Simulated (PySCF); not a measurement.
From one molecule to another.

First species: C3H8O2Si.
Atom-mapped SMILES: `[CH3:1][SiH2:2][O:3][C:4]([CH3:5])=[O:6]` (hydrogens: H7, H8, H9 on C1; H10, H11 on Si2; H12, H13, H14 on C5)

Second species: C₃H₈O₂Si.
Z-matrix (Å and degrees, GFN2-xTB geometry), rows numbered from 1:
```
O 
C   1  1.2049
O   2  1.3352  1  122.17
C   2  1.4980  1  124.48  3  -179.29
C   4  1.5229  2  110.65  1   -28.68
Si  5  1.9150  4  113.29  2    48.47
H   3  0.9712  2  110.77  1    -0.52
H   4  1.0944  2  106.55  1    90.62
H   4  1.0923  2  109.04  1  -153.41
H   5  1.0895  4  108.40  2   171.16
H   5  1.0905  4  108.89  2   -73.29
H   6  1.4558  5  112.57  4   -96.35
H   6  1.4613  5  110.43  4    33.48
H   6  1.4748  5  104.44  4   147.95
```

Levels: CAM-B3LYP/def2-SVPD for dipole moment, HOMO energy, LUMO energy, HOMO–LUMO gap, static isotropic polarisability and electronic spatial extent ⟨r²⟩ about the centre of nuclear charge; TDDFT CAM-B3LYP/def2-SVPD for lowest singlet excitation; TDA CAM-B3LYP/def2-SVPD for lowest triplet excitation (Tamm–Dancoff); GFN2-xTB for rotational constant A and rotational constant C. Geometries: GFN2-xTB. Each species is one conformer at its optimised geometry, gas phase, non-relativistic unless stated; the electronic structure was computed with PySCF and density fitting.

The conformers computed, where there is a choice (atom-mapped SMILES and torsion angles):
- `[CH3:1][SiH2:2][O:3][C:4]([CH3:5])=[O:6]`: C1–Si2–O3–C4 -65°, Si2–O3–C4–C5 180°
- `[O:1]=[C:2]([OH:3])[CH2:4][CH2:5][SiH3:6]`: O1–C2–C4–C5 -29°, C2–C4–C5–Si6 48°, H–O3–C2–O1 -1°

```csv
property,column X,column Y
dipole moment,1.78 D,2.49 D
HOMO energy,-9.59 eV,-9.61 eV
LUMO energy,1.07 eV,0.80 eV
HOMO–LUMO gap,10.66 eV,10.41 eV
lowest singlet excitation,5.86 eV,6.00 eV
lowest triplet excitation (Tamm–Dancoff),5.35 eV,5.52 eV
static isotropic polarisability,67.8 au,70.2 au
electronic spatial extent ⟨r²⟩ about the centre of nuclear charge,847 bohr²,824 bohr²
rotational constant A,5.820 GHz,5.955 GHz
rotational constant C,1.540 GHz,1.468 GHz
```

**Question.** Which column belongs to which species?

**Answer.** Column X is the first species and column Y the second. The first has 14 atoms and 56 electrons, the second 14 and 56.

**Question.** How does each property change from the first species to the second?

**Answer.** dipole moment +0.71 D; HOMO energy -0.02 eV; LUMO energy -0.27 eV; HOMO–LUMO gap -0.25 eV; lowest singlet excitation +0.14 eV; lowest triplet excitation (Tamm–Dancoff) +0.17 eV; static isotropic polarisability +2.4 au; electronic spatial extent ⟨r²⟩ about the centre of nuclear charge -23 bohr²; rotational constant A +0.135 GHz; rotational constant C -0.072 GHz.

On the first: The vertical singlet–triplet gap S1 − T1 is 0.51 eV (TDDFT singlet less Tamm–Dancoff triplet; S1: HOMO→LUMO, weight 0.56; T1: HOMO→LUMO, weight 0.54, beside HOMO→LUMO+2, weight 0.29). No computed singlet falls in the visible range (750 to 380 nm, 1.65 to 3.26 eV); S1 lies 2.60 eV above its blue end.

On the second: S1 lies 4.41 eV below the HOMO–LUMO gap; its leading configuration is HOMO→LUMO+1, weight 0.36, beside HOMO→LUMO, weight 0.28. No computed singlet falls in the visible range (750 to 380 nm, 1.65 to 3.26 eV); S1 lies 2.74 eV above its blue end.
